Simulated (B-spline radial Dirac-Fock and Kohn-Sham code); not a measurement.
1s emission of Au³⁺

System: the Au³⁺ ion, configuration [Xe] 4f14 5d7 6s1 (an excited configuration).

The computed values come from an atomic code on a B-spline grid: a relativistic independent-particle model: LDA orbitals of the hole state, radiative multipoles to third order, Auger rates from the Coulomb interaction with a continuum orbital, Dirac-Fock energies.

```
line  multipole  energy (eV)  rate (s⁻¹)  share (%)
K-L1         M1      66358.0    2.83e+13     0.0381
K-L2         E1      66985.4    2.17e+16       29.3
K-L3         E1      68800.1    3.70e+16       49.9
K-M2         E1      77564.9    4.01e+15       5.41
K-M3         E1      77969.9    7.82e+15       10.5
K-M4         E2            –    1.02e+14      0.138
K-M5         E2      78512.7    1.26e+14      0.170
K-N2         E1      80071.1    9.43e+14       1.27
K-N3         E1      80168.6    1.85e+15       2.50
K-N4         E2            –    2.63e+13     0.0355
K-N5         E2      80382.1    3.23e+13     0.0436
K-O2         E1      80647.8    1.74e+14      0.235
K-O3         E1      80664.8    3.34e+14      0.451
```

The listed lines hold 100.0 % of the radiative rate. A dash stands for an energy that rests on an unreliable hole state. The radiative width is 48.8 eV in the length form and 49.9 eV in the velocity form; the two differ because the transition energies are not eigenvalue differences of the potential that gave the orbitals. Kα2/Kα1 is 0.587 and Kβ/Kα is 0.263.
